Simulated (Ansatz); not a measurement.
Reaction (ligand exchange at the Si–S bond): `O[SiH](O)S` + `[OH][GeH3]` → `O[SiH](O)[O][GeH3]` + H₂S

Program: Ansatz. Geometries: PBE0-D4/def2-TZVP. ΔE: electronic, gas phase. CCSD(T)/CBS is the MP2 limit (def2-TZVPP, def2-QZVPP) plus CCSD(T) − MP2 in def2-TZVPP, frozen cores. This one scheme is used for every species. Functionals use def2-TZVPP. For Ge outer-core shells are correlated without core-valence functions, which leaves a few kJ/mol of doubt a bond. Scalar relativity is left out up to krypton. One conformer a species, not always the lowest.

CCSD(T)/CBS gives -74.0 kJ/mol.

Task: Another level gave -77.8 kJ/mol. Which?
A. CCSD(T)/def2-TZVPP
B. PBE/def2-TZVPP
C. r2SCAN/def2-TZVPP
D. HF/def2-TZVPP

Result: A. CCSD(T)/def2-TZVPP -77.8, PBE -54.5, r2SCAN -67.6, HF/def2-TZVPP -90.8 kJ/mol.

Largest T1 diagnostic among the species: 0.012.

From PBE to PBE0 (25 % exact exchange), in def2-TZVPP and without D4, ΔE moves by −6.6 kJ/mol. In def2-TZVPP, CCSD(T) changes the Hartree–Fock value by +13.0 kJ/mol (the triples alone add +3.0 kJ/mol) and MP2 by +16.7 kJ/mol.
